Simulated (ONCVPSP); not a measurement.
# technetium: one change to an ONCV potential, before and after

ONCVPSP 4.0.1 input, shortened (lines: element, Z, core and valence counts, functional; n l f; lmax; l rc ep ncon nbas qcut; lloc lpopt rc5 dvloc0; l nproj debl; icmod fcfact rcfact), PBE, scalar-relativistic:

```
  Tc 43.00    6    4        4      upf
    1    0    2.00
    2    0    2.00
    2    1    6.00
    3    0    2.00
    3    1    6.00
    3    2   10.00
    4    0    2.00
    4    1    6.00
    4    2    5.00
    5    0    1.00
    2
    0    1.55    0.00    3    7    6.30
    1    1.70    0.00    4    8    7.40
    2    2.25    0.00    4    8    7.90
    4    5    1.45    0.00
    0    2    3.30
    1    2    2.10
    2    2    0.70
    0    0.00    0.00
```

All-electron outer shells of the reference configuration (PBE, scalar-relativistic, ld1.x):

```json
{"shell": "3d", "level (eV)": "-257.41", "outermost node (bohr)": "–", "outermost maximum (bohr)": "0.31"}
{"shell": "4s", "level (eV)": "-80.94", "outermost node (bohr)": "0.50", "outermost maximum (bohr)": "0.95"}
{"shell": "4p", "level (eV)": "-52.92", "outermost node (bohr)": "0.51", "outermost maximum (bohr)": "1.03"}
{"shell": "4d", "level (eV)": "-14.10", "outermost node (bohr)": "0.50", "outermost maximum (bohr)": "1.27"}
{"shell": "5s", "level (eV)": "-11.39", "outermost node (bohr)": "1.27", "outermost maximum (bohr)": "2.62"}
```

Change: core correction Teter function, fcfact 4, rcfact 1.6.

Cutoffs: the cutoffs (Ha) at which the residual kinetic energy of the hardest occupied pseudo-wave falls to 1 and 0.1 mHa per electron; they do not see the model core or the augmentation charge, which bear on the density cutoff. Errors are all-electron minus pseudo energies relative to the spin-unpolarised reference configuration.

Predict the effect on cutoff, ghosts and configuration errors.

The potential gets neither clearly harder nor softer (19 Ha and 22 Ha → 19 Ha and 22 Ha); of the 4 tests that both files solve, the error grows in 1 and shrinks in 2 by more than 15 % and 0.3 meV (median size 1.7 → 1.1 meV); neither file shows a bound ghost. A model core, the more so a compact one, raises the density cutoff, which this test does not measure.

```csv
quantity,base,changed
"cutoff, loose",19 Ha,19 Ha
"cutoff, tight",22 Ha,22 Ha
bound ghosts,none,none
GHOST(+) flags under 300 eV,none,none
"error for 4s2 4p6 4d5 5s2, meV [ΔE -8.15 eV]",+1.0,+0.6
"error for 4s2 4p6 4d5 5s0, meV [ΔE 14.85 eV]",-3.0,-4.1
"error for 4s2 4p6 4d4 5s0, meV [ΔE 43.56 eV]",+2.3,+1.4
"error for 4s2 4p6 4d5 5s1 5p1, meV [ΔE -4.40 eV]",+0.9,+0.8
s: phases at 1.57 bohr within 0.05 rad from the reference energy up to (Ha; the scan ends near 5),to the end of the scan,to the end of the scan
p: phases at 1.73 bohr within 0.05 rad from the reference energy up to (Ha; the scan ends near 5),to the end of the scan,to the end of the scan
d: phases at 2.28 bohr within 0.05 rad from the reference energy up to (Ha; the scan ends near 5),1.3,1.3
```
